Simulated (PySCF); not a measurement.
**Computed properties of W(NH)(F)(Cl)3 (Cl3FHNW), SMILES [NH]=[W]([Cl])([F])([Cl])[Cl], multiplicity 1**

Cl3FHNW, SMILES [Cl][W]([Cl])(=[NH])([Cl])[F], multiplicity 1. Coordinates come from a PBE0-D3(BJ)/def2-SVP optimisation. The spin state was assumed, not searched. The structure was generated by enumeration; whether it is a known compound was not checked. The def2 effective core potentials stand for the cores of W; spin–orbit coupling is left out. Other conformers were not sampled. All values are computed for the isolated molecule unless a solvent is named; none is compared with measurement here.

**Structure.** The optimised structure has Cs symmetry. All 15 harmonic modes at PBE0-D3(BJ)/def2-SVP (PySCF) are real, so it is a minimum. With heavy atoms numbered as in [W:1](=[NH:2])([F:4])([Cl:5])([Cl:6])[Cl:7], the shortest bond between them is W1–N2 at 1.735 Å and the longest W1–Cl7 at 2.381 Å.

**Vibrations.** The strongest infrared lines (harmonic, unscaled, degenerate partners summed) lie at 3623 cm⁻¹ (235 km/mol, H 92 %), 747 cm⁻¹ (154 km/mol, H 59 %, N 28 %, F 8 %), 1026 cm⁻¹ (131 km/mol, N 85 %). The softest mode is at 59 cm⁻¹ and the zero-point energy is 13.2 kcal/mol.

**Electronic structure.** CAM-B3LYP/def2-TZVP (PySCF) places the frontier levels at -9.91 and -2.48 eV, a gap of 7.43 eV, and gives a dipole moment of 4.30 D and a mean polarisability of 87.4 bohr³. PBE/def2-TZVP (PySCF) at the same geometry gives -7.27 and -4.12 eV, so its gap is 4.28 eV narrower. An orbital gap is neither the optical nor the fundamental gap.

**Excitations.** TDA-B3LYP/def2-SVPD (PySCF) has S1 at 3.45 eV (359 nm, f = 0.000, dark); the most intense of the 10 singlets computed lies at 3.91 eV (f = 0.01). T1 (TDA) is at 3.31 eV, 0.14 eV under S1. TDA-PBE/def2-SVPD (PySCF) puts S1 at 3.12 eV. No vertical singlet excitation falls in the visible range (under 3.1 eV).
